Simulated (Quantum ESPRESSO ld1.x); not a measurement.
Results of a calculation; reference values are marked as such.
Problem. The aim is neutral technetium in [Kr] 4d5 5s2. What will ld1.x (Quantum ESPRESSO 7.5) do with this input?

```
 &input
    zed=43.0,
    iswitch=1,
    rel=0,
    dft='PBE',
    config='[Kr] 4d5 5s2',
    xmin=-20.0,
    prefix='ld1',
    max_out_wfc=37,
    file_charge='ld1.rho',
 /
```

Solution. Refused. The program stops in do_mesh with "ndmx is too small": a lower xmin needs more points.

Output (excerpt):

```
     Program LD1 v.7.5 starts

 %%%%%%%%%%%%%%%%%%%%%%%%%%%%%%%%%%%%%%%%%%%%%%%%%%%%%%%%%%%%%%%%%%%%%%%%%%%%%%
     Error in routine do_mesh (1):
     ndmx is too small
 %%%%%%%%%%%%%%%%%%%%%%%%%%%%%%%%%%%%%%%%%%%%%%%%%%%%%%%%%%%%%%%%%%%%%%%%%%%%%%

     stopping ...
```

Run on one thread of a shared host, so times are rough (Intel(R) Xeon(R) Processor @ 2.60GHz): 0.48 s of CPU time, 0.52 s wall.
